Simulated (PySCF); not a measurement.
**Correlation energy of B (boron, neutral)**

[He] 2s2 2p1, 2P determinant. Calculation: PySCF 2.14, in aug-cc-pVQZ (6s5p4d3f2g, 80 functions); no relativity, point nucleus. Frozen: 1s2; 3 electrons correlated.

```tsv
level	correlation energy (mhartree)
CCSD	-66.50
(T)	-1.47
CCSD(T)	-67.97
```

Diagnostics: T1 = 0.015, D1 = 0.0278, largest double amplitude 0.071.

Cost of the coupled-cluster step: of the order of 5 core-seconds, for 3 correlated electrons.
